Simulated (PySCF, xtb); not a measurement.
C5H10O, SMILES C1(CCC1)OC. One conformer was computed; it need not be the lowest.

Harmonic wavenumbers (cm⁻¹) from GFN2-xTB (xtb 6.7.1) at its own minimum, in rising order: 98, 108, 186, 253, 421, 444, 661, 805, 813, 909, 980, 1017, 1032, 1066, 1071, 1111, 1136, 1142, 1181, 1184, 1209, 1235, 1241, 1253, 1261, 1331, 1406, 1460, 1464, 1471, 1489, 1492, 2847, 2891, 2920, 3000, 3010, 3018, 3022, 3025, 3026, 3039.

What does PySCF with PBE-D3(BJ)/def2-SVP give at its own minimum? (An estimate is asked for; the answer gives what the named calculation found.)

103, 143, 201, 260, 433, 446, 598, 740, 765, 875, 921, 926, 953, 1034, 1045, 1102, 1138, 1141, 1155, 1180, 1196, 1207, 1214, 1225, 1256, 1337, 1391, 1404, 1405, 1414, 1431, 1444, 2882, 2892, 2947, 2991, 2999, 3003, 3053, 3060, 3062, 3071. Paired by order, the mean absolute difference is 30 cm⁻¹ and the zero-point energies are 88.2 and 87.3 kcal/mol.
